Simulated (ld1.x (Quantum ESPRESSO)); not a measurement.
# chromium (Cr): variants of one PAW potential

Base potential:

```json
{"Element": "Cr (Z = 24)", "Generator": "ld1.x (Quantum ESPRESSO) 7.5", "Type": "PAW", "Functional": "PBE", "Relativity": "fully relativistic", "Frozen core": "[Ar]", "Valence charge": "6", "Reference configuration": "3d5 4s0.5 4p0.5", "Partial waves": "4s (bound): rcut 2.60, rcutus 2.85 bohr; 4s channel at 1.4 Ry: rcut 2.60, rcutus 2.85 bohr; 4p (bound): rcut 2.40, rcutus 2.70 bohr; 4p channel at 0.55 Ry: rcut 2.40, rcutus 2.70 bohr; 3d (bound): rcut 1.30, rcutus 1.55 bohr; 3d channel at 1.15 Ry: rcut 1.30, rcutus 1.55 bohr", "Local potential": "all-electron potential smoothed inside 1.55 bohr (lloc = -1)", "Core correction": "Bessel-smoothed model core inside 0.85 bohr", "Augmentation charge": "BESSEL, radius 1.40 bohr"}
```

Open shells are filled in proportion to 2j + 1 (rel_dist='average').

Cutoffs, loose and tight: the cutoffs (Ry, on a coarse ladder) from which the occupation-weighted sum of valence levels, in a spherical-Bessel basis at the reference potential, stays within 10 and 1 mRy of its value at 400 Ry. They do not see the model core or the augmentation charge, which bear on the density cutoff. Test errors are all-electron minus pseudo excitation energies from the reference, over the configurations 3d5 4s1 4p0; 3d5 4s0 4p0; 3d4 4s0 4p0; 3d4 4s2 4p0; 3d5 4s0.5 4p0; 3d5 4s0 4p1; 3d6 4s0 4p0. A dash means not determined; rows that change the core or the reference have their own tests.

A true bound ghost makes a file unfit for plane-wave use even where its test errors are small: the radial tests pick states by their node count and pass the ghost by.

Cutoffs are not given where the Bessel-basis levels miss the radial ones by over 6 mRy, ghosts where they miss by over 20 mRy; a channel whose overlap is not positive is not tested.

| change | outcome | cutoff, loose | cutoff, tight | bound ghosts | largest test error (meV) |
| --- | --- | --- | --- | --- | --- |
| base | generated | – | – | not determined | -107 |
| wave 4p channel at 0.55 Ry: rcut 2.40, rcutus 2.70 bohr becomes 4p channel at -0.17 Ry: rcut 2.40, rcutus 2.70 bohr | generated | – | – | not determined | -107 |
| augmentation BESSEL, radius 1.20 bohr | generated | – | – | not determined | -112 |
| local potential all-electron potential smoothed inside 2.62 bohr (lloc = -1) | generated | – | – | not determined | -107 |
| functional PBEsol | generated | – | – | not determined | -106 |
| core correction Bessel-smoothed model core inside 1.88 bohr | generated | – | – | not determined | -107 |
| scalar-relativistic | generated | 40 Ry | 70 Ry | s | -108 |
| waves 4p (bound): rcut 2.40, rcutus 4.14 bohr; 4p channel at 0.55 Ry: rcut 2.40, rcutus 4.14 bohr | generated | – | – | not determined | -113 |
| waves 4s (bound): rcut 2.60, rcutus 3.66 bohr; 4s channel at 1.4 Ry: rcut 2.60, rcutus 3.66 bohr | generated | – | – | not determined | -106 |
| waves 3d (bound): rcut 0.94, rcutus 1.00 bohr; 3d channel at 1.15 Ry: rcut 0.94, rcutus 1.00 bohr | generated | – | – | not determined | -106 |
| local potential all-electron potential smoothed inside 1.25 bohr (lloc = -1) | generated | – | – | not determined | -107 |

Question: What comes out with this change to the base: reference 3d5 4s1 4p0?

Answer: outcome: generated; bound ghosts: not determined; largest test error (meV): -911.
